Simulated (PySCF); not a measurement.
Pt, septet (another spin typed on purpose, not shown lowest) (core potentials on Pt); R2SCAN/def2-SV(P) in PySCF.

The PySCF input:
```python
from pyscf import gto, scf, dft

mol = gto.M(
    atom='''
Pt    0.000000    0.000000    0.000000
''',
    basis='def2-sv(p)',
    ecp={'Pt': 'def2-sv(p)'},
    charge=0,
    spin=6,
    verbose=4,
)

mf = dft.UKS(mol)
mf.xc = 'r2scan'
mf.kernel()
```

It wrote (shortened):

```
PySCF version 2.14.0

[INPUT] verbose = 4
[INPUT] num. atoms = 1
[INPUT] num. electrons = 18
[INPUT] charge = 0
[INPUT] spin (= nelec alpha-beta = 2S) = 6
[INPUT] symmetry False subgroup None
[INPUT] Mole.unit = angstrom
[INPUT] Symbol           X                Y                Z      unit          X                Y                Z       unit  Magmom
[INPUT]  1 Pt     0.000000000000   0.000000000000   0.000000000000 AA    0.000000000000   0.000000000000   0.000000000000 Bohr   0.0

nuclear repulsion = 0
number of shells = 11
number of NR pGTOs = 50
number of NR cGTOs = 25
basis = def2-sv(p)
ecp = {'Pt': 'def2-sv(p)'}

******** <class 'pyscf.dft.uks.UKS'> ********
method = UKS
initial guess = minao
damping factor = 0
level_shift factor = 0
DIIS = <class 'pyscf.scf.diis.CDIIS'>
diis_start_cycle = 1
diis_space = 8
diis_damp = 0
SCF conv_tol = 1e-09
SCF conv_tol_grad = None
SCF max_cycles = 50
direct_scf = True
direct_scf_tol = 1e-13
number electrons alpha = 12  beta = 6
XC library pyscf.dft.libxc version 7.1.2
    S. Lehtola, C. Steigemann, M. J. T. Oliveira, and M. A. L. Marques,  SoftwareX 7, 1–5 (2018)
XC functionals = r2scan
    J. W. Furness, A. D. Kaplan, J. Ning, J. P. Perdew, and J. Sun,  J. Phys. Chem. Lett. 11, 8208–8215 (2020)
    J. W. Furness, A. D. Kaplan, J. Ning, J. P. Perdew, and J. Sun,  J. Phys. Chem. Lett. 11, 9248–9248 (2020)
    J. W. Furness, A. D. Kaplan, J. Ning, J. P. Perdew, and J. Sun,  J. Phys. Chem. Lett. 11, 8208–8215 (2020)
    J. W. Furness, A. D. Kaplan, J. Ning, J. P. Perdew, and J. Sun,  J. Phys. Chem. Lett. 11, 9248–9248 (2020)
radial grids:
    Treutler-Ahlrichs [JCP 102, 346 (1995); DOI:10.1063/1.469408] (M4) radial grids

becke partition: Becke, JCP 88, 2547 (1988); DOI:10.1063/1.454033
pruning grids: <function nwchem_prune>
grids dens level: 3
symmetrized grids: False
atomic radii adjust function: <function treutler_atomic_radii_adjust>
small_rho_cutoff = 0
Set gradient conv threshold to 3.16228e-05
tot grids = 24312
init E= -107.937987963455

cycle= 1 E= -118.802377742133  delta_E= -10.9  |g|= 0.109  |ddm|= 5.89

cycle= 2 E= -118.80720659081  delta_E= -0.00483  |g|= 0.0595  |ddm|= 0.361

cycle= 3 E= -118.80912404537  delta_E= -0.00192  |g|= 0.00359  |ddm|= 0.134

cycle= 4 E= -118.809152265974  delta_E= -2.82e-05  |g|= 0.000819  |ddm|= 0.0261

cycle= 5 E= -118.809180841658  delta_E= -2.86e-05  |g|= 0.000856  |ddm|= 0.0365

cycle= 6 E= -118.809147923993  delta_E= 3.29e-05  |g|= 0.000721  |ddm|= 0.0455

cycle= 7 E= -118.809096948495  delta_E= 5.1e-05  |g|= 0.000412  |ddm|= 0.132

cycle= 8 E= -118.809095349524  delta_E= 1.6e-06  |g|= 0.000267  |ddm|= 0.0233

cycle= 9 E= -118.809095507513  delta_E= -1.58e-07  |g|= 0.000151  |ddm|= 0.00677

cycle= 10 E= -118.809095523547  delta_E= -1.6e-08  |g|= 6.99e-05  |ddm|= 0.00242

cycle= 11 E= -118.809095551354  delta_E= -2.78e-08  |g|= 2.31e-05  |ddm|= 0.00117

cycle= 12 E= -118.809095562209  delta_E= -1.09e-08  |g|= 1.86e-05  |ddm|= 0.000608

cycle= 13 E= -118.809095560049  delta_E= 2.16e-09  |g|= 1.84e-05  |ddm|= 0.000108

cycle= 14 E= -118.809095542403  delta_E= 1.76e-08  |g|= 1.76e-05  |ddm|= 0.00112

cycle= 15 E= -118.809095546297  delta_E= -3.89e-09  |g|= 1.72e-05  |ddm|= 0.000429

cycle= 16 E= -118.809095681258  delta_E= -1.35e-07  |g|= 1.36e-05  |ddm|= 0.00683

cycle= 17 E= -118.809095805266  delta_E= -1.24e-07  |g|= 6.27e-06  |ddm|= 0.0111

cycle= 18 E= -118.809095819215  delta_E= -1.39e-08  |g|= 3.25e-06  |ddm|= 0.00409

cycle= 19 E= -118.809095820065  delta_E= -8.5e-10  |g|= 2.81e-06  |ddm|= 0.000649

Extra cycle  E= -118.809095820258  delta_E= -1.93e-10  |g|= 2.51e-06  |ddm|= 5.79e-05
converged SCF energy = -118.809095820258  <S^2> = 12.000501  2S+1 = 7.000143
```
